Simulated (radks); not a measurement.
Q: Pm3+, configuration [Xe] 4f4. Calculated with a radial shooting solver on a logarithmic mesh with Libxc functionals: scalar-relativistic Kohn-Sham, XLYP, spin-polarised, spherical densities, finite nucleus; open shells are filled with parallel spins first (spin-orbit coupling, left out, can overturn this in heavy ions); Fermi nuclear charge, rms radius 4.962 fm. Some entries of the table are withheld. Estimate them.

orbital  occ.  eigenvalue (eV)  <1/r> (bohr^-1)  <r> (bohr)
1s down     1        -45056.98            67.42     0.02318
1s up       1        -45056.98            67.42     0.02318
2s up       1        -7351.567            15.59     0.09896
2s down     1        -7351.549            15.59     0.09896
2p up       3        -6569.057            14.67     0.08710
2p down     3        -6569.045            14.67     0.08710
3s up       1        -1628.086            5.692      0.2606
3s down     1        -1626.814            5.696      0.2605
3p up       3        -1382.358            5.373      0.2589
3p down     3        -1381.093            5.376      0.2587
3d up       5        -1045.176            5.099      0.2363
3d down     5        -1044.197            5.102      0.2361
4s up       1        -349.6154            2.391      0.5921
4s down     1        -346.2756            2.391      0.5920
4p up       3        -268.8313            2.203      0.6265
4p down     3        -265.5023            2.203      0.6265
4d up       5        -154.6603            1.933      0.6848
4d down     5        -151.3702            1.932      0.6855
5s up       1         -69.8336           0.9479       1.399
5s down     1         -68.0607           0.9363       1.413
5p up       3         -49.4162           0.8136       1.608
5p down     3         -48.0751           0.8006       1.629
4f up       4         -32.6411            1.398      0.9289
4f down     0         -29.7500            1.374      0.9567
5d up       0         -24.6080           0.5680       2.254
5d down     0         -23.9852           0.5543       2.300
6s up       0              (1)           0.3960       3.223
6s down     0              (2)           0.3925       3.252
6p up       0         -17.2941           0.3444       3.722

A: 
(1) 6s up eigenvalue (eV): -22.2960
(2) 6s down eigenvalue (eV): -22.0069
